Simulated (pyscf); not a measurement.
## `[O][P]([OH])[OH]`, doublet

Gas-phase minimum from PySCF at ωB97X-D3(BJ)/def2-SVP, one conformer. Other isomers of •O–P(OH)–OH were not searched in full and may lie lower. 

SMILES: OP(O)[O]
```xyz
6

O      1.7842    -0.4599    -1.0164
P      0.7299    -0.1057    -0.0280
O      0.1818     1.4430    -0.0814
O     -0.6944    -0.8678    -0.2117
H      0.8995     2.0705    -0.2504
H     -1.4405    -0.2872    -0.0012
```
Charge 0, spin multiplicity 2.

Bond lengths (Å): O1–P2 1.488, P2–O3 1.644, P2–O4 1.626, O3–H5 0.968, O4–H6 0.969. Angles (°): O1–P2–O3 116.0, O1–P2–O4 115.7, O3–P2–O4 98.4, P2–O3–H5 111.7, P2–O4–H6 111.7.

Properties at ωB97X-D3(BJ)/def2-SVP:

| Quantity | Value |
|---|---|
| Harmonic wavenumbers, unscaled | 111, 220, 356, 378, 462, 829, 873, 967, 984, 1265, 3856, 3864 cm⁻¹ |
| Zero-point energy | 20.3 kcal/mol |
| Rotational symmetry number | 1 |
| Entropy of this conformer at 298 K and 1 atm, rigid rotor and harmonic oscillator, modes under 100 cm⁻¹ raised to 100 | 308.6 J/(mol K) |
| Dipole moment | 3.52 D |
| Spin expectation value S2 | 0.755 |

Single-point totals, which compare only within one level (frozen core for MP2 and CC):

```tsv
level	total energy (hartree)
ωB97X-D3(BJ)/def2-TZVP	-568.42688
PBE/def2-TZVP	-568.00234
r²SCAN/def2-TZVP	-568.25983
B3LYP-D3(BJ)/def2-TZVP	-568.40969
PBE0-D3(BJ)/def2-TZVP	-568.02227
M06-2X/def2-TZVP	-568.27817
ωB97M-D3(BJ)/def2-TZVP	-568.47690
UHF/def2-TZVPP	-566.65794
MP2/def2-TZVPP	-567.50820
CCSD/def2-TZVPP	-567.51388
CCSD(T)/def2-TZVPP	-567.54893
```

Soft torsions are taken as harmonic, which can shift the entropy by several J/(mol K). The CCSD(T) − MP2 part came from Ansatz, without density fitting, on the same reference.
